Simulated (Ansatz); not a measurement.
A run for Ansatz (a quantum-chemistry and plane-wave program): R-B3LYP-D3(BJ)/def2-TZVP on C2H9NO (a complex).

Ansatz 0.2 input:
```yaml
crystal:
  periodic: [false, false, false]
  atoms:
    - {symbol: N, position_ang: [0.46013388, -0.03177866, -0.00113980]}
    - {symbol: H, position_ang: [-0.21979923, 0.49743317, -0.53440861]}
    - {symbol: H, position_ang: [0.53324185, -0.94516598, -0.43387678]}
    - {symbol: H, position_ang: [0.07017841, -0.17035600, 0.92574112]}
    - {symbol: C, position_ang: [-0.31026525, 1.17127837, 3.33504877]}
    - {symbol: O, position_ang: [-0.37089297, -0.20302831, 3.04014404]}
    - {symbol: C, position_ang: [0.72218178, -0.91866844, 3.56112880]}
    - {symbol: H, position_ang: [0.58323375, 1.62947838, 2.89486476]}
    - {symbol: H, position_ang: [-0.30152391, 1.34198364, 4.41823397]}
    - {symbol: H, position_ang: [-1.20088671, 1.62399255, 2.90416598]}
    - {symbol: H, position_ang: [1.66663686, -0.56132744, 3.13407740]}
    - {symbol: H, position_ang: [0.57201922, -1.96189584, 3.29063453]}
    - {symbol: H, position_ang: [0.76852973, -0.82799400, 4.65301115]}
basis:
  gaussian:
    orbitals: def2-TZVP
hamiltonian:
  xc: b3lyp
  dispersion: d3bj
relax: {f_tol: 0.004, max_steps: 120}
scf: {lower_state_search: off}
```

Program output:

```
WARN ansatz: RAYON_NUM_THREADS=1 ignored (pool sized by the plan → 1); use --threads N
Functional definition: B3LYP
these checks for a lower state are left out or cut short: stability, starts, cluster_reference, orbital_swaps, neighbouring_geometries, increment
integrals: 0.08 GiB planned
1062 factors; their error is unknown
mean field: 0.73 GiB planned
mean field evaluation 1: about -5747.7830 eV, gradient 7.9e1 eV
mean field evaluation 2: about -5736.8274 eV, gradient 1.0e2 eV
mean field evaluation 4: about -5760.1345 eV, gradient 6.3e0 eV
mean field evaluation 8: about -5760.1784 eV, gradient 4.9e-1 eV
mean field evaluation 16: about -5760.1787 eV, gradient 5.9e-5 eV
mean field -5760.17867560 eV, -211.6826619389 hartree, gradient 9.4e-6 eV, S^2 0.000000; 0 other end points of the search recorded, 0 dependent functions left out
the calculation of the forces begins
reference -5760.17894975 eV, -211.6826720139 hartree; 18, 18 occupied and 160, 160 virtual orbitals, 1062 factors
relax step   1: F+E_penalty+E_count = -5760.46487481 eV  Δ(F+E_penalty+E_count) = +0.000e0 eV  max|allowed force component| = 1.851e-1 eV/Å  Δτ_max = 0.0000 Å  (17 SCF iters, accepted)
these checks for a lower state are left out or cut short: stability, starts, cluster_reference, orbital_swaps, neighbouring_geometries, increment
integrals: 0.08 GiB planned
1062 factors; their error is unknown
mean field: 0.73 GiB planned
mean field -5760.17590610 eV, -211.6825601616 hartree, gradient 1.1e-6 eV, S^2 0.000000; 0 other end points of the search recorded, 0 dependent functions left out
the calculation of the forces begins
reference -5760.17618108 eV, -211.6825702670 hartree; 18, 18 occupied and 160, 160 virtual orbitals, 1062 factors
relax step   2: F+E_penalty+E_count = -5760.46267685 eV  Δ(F+E_penalty+E_count) = +2.198e-3 eV  max|allowed force component| = 5.570e-1 eV/Å  Δτ_max = 0.1948 Å  (19 SCF iters, rejected (line search))
these checks for a lower state are left out or cut short: stability, starts, cluster_reference, orbital_swaps, neighbouring_geometries, increment
integrals: 0.08 GiB planned
1062 factors; their error is unknown
mean field: 0.73 GiB planned
mean field evaluation 32: about -5760.1852 eV, gradient 2.5e-6 eV
mean field -5760.18524303 eV, -211.6829032876 hartree, gradient 2.7e-6 eV, S^2 0.000000; 0 other end points of the search recorded, 0 dependent functions left out
the calculation of the forces begins
reference -5760.18551762 eV, -211.6829133784 hartree; 18, 18 occupied and 160, 160 virtual orbitals, 1062 factors
relax step   3: F+E_penalty+E_count = -5760.47177969 eV  Δ(F+E_penalty+E_count) = -6.905e-3 eV  max|allowed force component| = 1.670e-1 eV/Å  Δτ_max = 0.0944 Å  (19 SCF iters, accepted)
these checks for a lower state are left out or cut short: stability, starts, cluster_reference, orbital_swaps, neighbouring_geometries, increment
integrals: 0.08 GiB planned
1062 factors; their error is unknown
mean field: 0.73 GiB planned
mean field -5760.18280057 eV, -211.6828135289 hartree, gradient 1.9e-6 eV, S^2 0.000000; 0 other end points of the search recorded, 0 dependent functions left out
the calculation of the forces begins
reference -5760.18307464 eV, -211.6828236006 hartree; 18, 18 occupied and 160, 160 virtual orbitals, 1062 factors
relax step   4: F+E_penalty+E_count = -5760.47371659 eV  Δ(F+E_penalty+E_count) = -1.937e-3 eV  max|allowed force component| = 1.242e-1 eV/Å  Δτ_max = 0.1000 Å  (19 SCF iters, accepted)
these checks for a lower state are left out or cut short: stability, starts, cluster_reference, orbital_swaps, neighbouring_geometries, increment
integrals: 0.08 GiB planned
1062 factors; their error is unknown
mean field: 0.73 GiB planned
mean field -5760.18465527 eV, -211.6828816879 hartree, gradient 1.9e-6 eV, S^2 0.000000; 0 other end points of the search recorded, 0 dependent functions left out
the calculation of the forces begins
reference -5760.18492997 eV, -211.6828917828 hartree; 18, 18 occupied and 160, 160 virtual orbitals, 1062 factors
relax step   5: F+E_penalty+E_count = -5760.47633839 eV  Δ(F+E_penalty+E_count) = -2.622e-3 eV  max|allowed force component| = 5.408e-2 eV/Å  Δτ_max = 0.0388 Å  (19 SCF iters, accepted)
these checks for a lower state are left out or cut short: stability, starts, cluster_reference, orbital_swaps, neighbouring_geometries, increment
integrals: 0.08 GiB planned
1062 factors; their error is unknown
mean field: 0.73 GiB planned
mean field -5760.18210776 eV, -211.6827880686 hartree, gradient 1.6e-6 eV, S^2 0.000000; 0 other end points of the search recorded, 0 dependent functions left out
the calculation of the forces begins
reference -5760.18238292 eV, -211.6827981806 hartree; 18, 18 occupied and 160, 160 virtual orbitals, 1062 factors
relax step   6: F+E_penalty+E_count = -5760.47634237 eV  Δ(F+E_penalty+E_count) = -3.978e-6 eV  max|allowed force component| = 1.220e-1 eV/Å  Δτ_max = 0.0952 Å  (19 SCF iters, accepted)
these checks for a lower state are left out or cut short: stability, starts, cluster_reference, orbital_swaps, neighbouring_geometries, increment
integrals: 0.08 GiB planned
1062 factors; their error is unknown
mean field: 0.73 GiB planned
mean field -5760.18379527 eV, -211.6828500834 hartree, gradient 2.1e-6 eV, S^2 0.000000; 0 other end points of the search recorded, 0 dependent functions left out
the calculation of the forces begins
reference -5760.18407070 eV, -211.6828602052 hartree; 18, 18 occupied and 160, 160 virtual orbitals, 1062 factors
relax step   7: F+E_penalty+E_count = -5760.47808822 eV  Δ(F+E_penalty+E_count) = -1.746e-3 eV  max|allowed force component| = 4.269e-2 eV/Å  Δτ_max = 0.0353 Å  (20 SCF iters, accepted)
these checks for a lower state are left out or cut short: stability, starts, cluster_reference, orbital_swaps, neighbouring_geometries, increment
integrals: 0.08 GiB planned
1062 factors; their error is unknown
mean field: 0.73 GiB planned
mean field evaluation 64: about -5760.1844 eV, gradient 4.9e-1 eV
mean field -5760.18472217 eV, -211.6828841463 hartree, gradient 2.0e-6 eV, S^2 0.000000; 0 other end points of the search recorded, 0 dependent functions left out
the calculation of the forces begins
reference -5760.18499760 eV, -211.6828942681 hartree; 18, 18 occupied and 160, 160 virtual orbitals, 1062 factors
relax step   8: F+E_penalty+E_count = -5760.47820243 eV  Δ(F+E_penalty+E_count) = -1.142e-4 eV  max|allowed force component| = 2.179e-2 eV/Å  Δτ_max = 0.0286 Å  (20 SCF iters, accepted)
these checks for a lower state are left out or cut short: stability, starts, cluster_reference, orbital_swaps, neighbouring_geometries, increment
integrals: 0.08 GiB planned
1062 factors; their error is unknown
mean field: 0.73 GiB planned
mean field -5760.18425456 eV, -211.6828669621 hartree, gradient 2.0e-6 eV, S^2 0.000000; 0 other end points of the search recorded, 0 dependent functions left out
the calculation of the forces begins
reference -5760.18453010 eV, -211.6828770879 hartree; 18, 18 occupied and 160, 160 virtual orbitals, 1062 factors
relax step   9: F+E_penalty+E_count = -5760.47849177 eV  Δ(F+E_penalty+E_count) = -2.893e-4 eV  max|allowed force component| = 4.640e-3 eV/Å  Δτ_max = 0.0150 Å  (20 SCF iters, accepted)
these checks for a lower state are left out or cut short: stability, starts, cluster_reference, orbital_swaps, neighbouring_geometries, increment
integrals: 0.08 GiB planned
1062 factors; their error is unknown
mean field: 0.74 GiB planned
mean field -5760.18326162 eV, -211.6828304720 hartree, gradient 2.0e-6 eV, S^2 0.000000; 0 other end points of the search recorded, 0 dependent functions left out
the calculation of the forces begins
reference -5760.18353718 eV, -211.6828405987 hartree; 18, 18 occupied and 160, 160 virtual orbitals, 1062 factors
relax step  10: F+E_penalty+E_count = -5760.47855218 eV  Δ(F+E_penalty+E_count) = -6.042e-5 eV  max|allowed force component| = 9.594e-3 eV/Å  Δτ_max = 0.0220 Å  (20 SCF iters, accepted)
these checks for a lower state are left out or cut short: stability, starts, cluster_reference, orbital_swaps, neighbouring_geometries, increment
integrals: 0.08 GiB planned
1062 factors; their error is unknown
mean field: 0.73 GiB planned
mean field -5760.18329527 eV, -211.6828317087 hartree, gradient 2.0e-6 eV, S^2 0.000000; 0 other end points of the search recorded, 0 dependent functions left out
the calculation of the forces begins
reference -5760.18357074 eV, -211.6828418319 hartree; 18, 18 occupied and 160, 160 virtual orbitals, 1062 factors
relax step  11: F+E_penalty+E_count = -5760.47856539 eV  Δ(F+E_penalty+E_count) = -1.321e-5 eV  max|allowed force component| = 5.416e-3 eV/Å  Δτ_max = 0.0052 Å  (21 SCF iters, accepted)
these checks for a lower state are left out or cut short: stability, starts, cluster_reference, orbital_swaps, neighbouring_geometries, increment
integrals: 0.08 GiB planned
1062 factors; their error is unknown
mean field: 0.74 GiB planned
mean field evaluation 96: about -5760.1834 eV, gradient 2.0e-6 eV
mean field -5760.18339487 eV, -211.6828353688 hartree, gradient 2.0e-6 eV, S^2 0.000000; 0 other end points of the search recorded, 0 dependent functions left out
the calculation of the forces begins
reference -5760.18367038 eV, -211.6828454937 hartree; 18, 18 occupied and 160, 160 virtual orbitals, 1062 factors
relax step  12: F+E_penalty+E_count = -5760.47857062 eV  Δ(F+E_penalty+E_count) = -5.231e-6 eV  max|allowed force component| = 7.813e-4 eV/Å  Δτ_max = 0.0024 Å  (21 SCF iters, accepted)
Total energy: -5760.47884614 eV, -211.6936930027 hartree
Atom 0 at     0.497953    -0.020448     0.166617 Å, force     0.000650    -0.000308    -0.000389 eV/Å
Atom 1 at    -0.036995     0.569469    -0.460409 Å, force    -0.000060     0.000220    -0.000231 eV/Å
Atom 2 at     0.691346    -0.883177    -0.328996 Å, force     0.000010    -0.000139     0.000032 eV/Å
Atom 3 at    -0.098625    -0.247903     0.957623 Å, force    -0.000522    -0.000057     0.000447 eV/Å
Atom 4 at    -0.342210     1.164816     3.312574 Å, force    -0.000071    -0.000192    -0.000420 eV/Å
Atom 5 at    -0.467231    -0.231065     3.119188 Å, force     0.000755     0.000410     0.000536 eV/Å
Atom 6 at     0.699000    -0.930177     3.509767 Å, force    -0.000321    -0.000025    -0.000781 eV/Å
Atom 7 at     0.478074     1.574283     2.711800 Å, force    -0.000330     0.000051     0.000396 eV/Å
Atom 8 at    -0.164017     1.402042     4.368824 Å, force     0.000205    -0.000135     0.000106 eV/Å
Atom 9 at    -1.280427     1.620944     2.999780 Å, force    -0.000015    -0.000213     0.000114 eV/Å
Atom 10 at     1.565347    -0.614035     2.917318 Å, force    -0.000147     0.000139     0.000601 eV/Å
Atom 11 at     0.513967    -1.989979     3.340297 Å, force    -0.000233     0.000048    -0.000025 eV/Å
Atom 12 at     0.916606    -0.770820     4.573242 Å, force     0.000080     0.000199    -0.000387 eV/Å
Dipole moment:    -0.045812    -0.019830     0.040878 e Å
Checks for a lower state left out: stability, starts, cluster_reference, orbital_swaps, neighbouring_geometries, increment
```

Self-consistency was reached.

Cost: around 80 core-seconds (rough).
